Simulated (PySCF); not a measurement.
Two species compared at the same levels of theory.

First species: C9H7P.
InChI=1S/C9H7P/c1-2-6-9-8(4-1)5-3-7-10-9/h1-7H

Second species: C₂H₅F₃P₂Si.
Geometry (PBE0-D3(BJ)/def2-SVP, Å), atoms numbered from 1 in this order:
```
atom  x, y, z in Å
F1     3.848   -1.131    0.696
C2     3.014   -0.223    0.180
F3     3.466    0.094   -1.036
F4     3.101    0.872    0.936
P5     1.276   -0.992    0.026
P6     0.216    0.478    0.937
C7    -1.497   -0.193    0.729
Si8   -2.292    0.427   -0.881
H9    -2.100    0.178    1.574
H10   -1.538   -1.295    0.736
H11   -2.123    1.907   -0.990
H12   -3.748    0.092   -0.882
H13   -1.616   -0.232   -2.037
```

Levels: CAM-B3LYP/def2-SVPD for dipole moment, HOMO energy, LUMO energy, HOMO–LUMO gap, static isotropic polarisability and electronic spatial extent ⟨r²⟩ about the centre of nuclear charge; TDDFT CAM-B3LYP/def2-SVPD for lowest singlet excitation; TDA CAM-B3LYP/def2-SVPD for lowest triplet excitation (Tamm–Dancoff); ΔSCF CAM-B3LYP/def2-SVPD for vertical ionisation energy and vertical electron affinity; PBE0-D3(BJ)/def2-SVP for rotational constant A and rotational constant C. Geometries: PBE0-D3(BJ)/def2-SVP. Each species is one conformer at its optimised geometry, gas phase, non-relativistic unless stated. Electronic properties by PySCF.

The conformers computed, where there is a choice (atom-mapped SMILES and torsion angles):
- `[F:1][C:2]([F:3])([F:4])/[P:5]=[P:6]/[CH2:7][SiH3:8]`: F1–C2–P5–P6 130°, P5–P6–C7–Si8 -91°

Values for the first species:

| Quantity | Value |
| --- | --- |
| Dipole moment | 1.58 D |
| HOMO energy | -7.40 eV |
| LUMO energy | -0.90 eV |
| HOMO–LUMO gap | 6.50 eV |
| Lowest singlet excitation | 4.06 eV |
| Lowest triplet excitation (Tamm–Dancoff) | 2.47 eV |
| Static isotropic polarisability | 130.4 au |
| Vertical ionisation energy | 8.02 eV |
| Vertical electron affinity | 0.31 eV |
| Electronic spatial extent ⟨r²⟩ about the centre of nuclear charge | 1506 bohr² |
| Rotational constant A | 2.353 GHz |
| Rotational constant C | 0.733 GHz |

Question: Estimate the same properties for the second species, and the change in each.

Answer: 
```
                                                         property       first      second  second less first
                                                    dipole moment      1.58 D      3.44 D            +1.86 D
                                                      HOMO energy    -7.40 eV    -8.88 eV           -1.48 eV
                                                      LUMO energy    -0.90 eV    -2.01 eV           -1.11 eV
                                                    HOMO–LUMO gap     6.50 eV     6.87 eV           +0.37 eV
                                        lowest singlet excitation     4.06 eV     3.29 eV           -0.77 eV
                         lowest triplet excitation (Tamm–Dancoff)     2.47 eV     2.08 eV           -0.39 eV
                                  static isotropic polarisability    130.4 au    108.5 au           -21.9 au
                                       vertical ionisation energy     8.02 eV     9.55 eV           +1.53 eV
                                       vertical electron affinity     0.31 eV     1.34 eV           +1.03 eV
electronic spatial extent ⟨r²⟩ about the centre of nuclear charge  1506 bohr²  2112 bohr²         +606 bohr²
                                            rotational constant A   2.353 GHz   2.826 GHz         +0.473 GHz
                                            rotational constant C   0.733 GHz   0.519 GHz         -0.214 GHz
```

On the first: The principal polarisabilities are 70.3, 140.4 and 180.5 au; their mean is the isotropic value. A dipole of 1.58 D is allowed in Cs, and pure rotational transitions are dipole-allowed.

On the second: The 10 singlets span 3.29 to 7.39 eV, and their oscillator strengths add up to 0.53. S1 lies 3.58 eV below the HOMO–LUMO gap; its leading configuration is HOMO−1→LUMO, weight 0.97.
